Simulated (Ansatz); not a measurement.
H3BSi2, SMILES `B1[SiH]=[SiH]1` (charge 0, multiplicity 1).

Cartesian coordinates (Å):
SMILES: [SiH]1B[SiH]=1
```xyz
6

B     -0.0128     1.0914     0.1076
Si     1.0615    -0.4931     0.0154
Si    -1.0497    -0.5205     0.1030
H     -0.0267     2.2784     0.1434
H      2.4006    -1.1470    -0.0603
H     -2.3729    -1.2091     0.1378
```
Charge 0, multiplicity 1.

Frozen-core energies in cc-pVTZ from Ansatz (a quantum-chemistry and plane-wave program) at a geometry from PBE0-D3(BJ)/def2-TZVP; the HF reference has <S^2> = 0.00 and the T1 diagnostic is 0.016.

| level | energy (Ha) | difference from CCSDT(Q) (mHa) |
|---|---|---|
| HF | -604.20965 | 389.84 |
| MP2 | -604.54155 | 57.95 |
| CCSD | -604.57452 | 24.98 |
| CCSD(T) | -604.59648 | 3.02 |
| CCSDT | -604.59766 | 1.84 |
| CCSDT(Q) | -604.59950 | 0.00 |
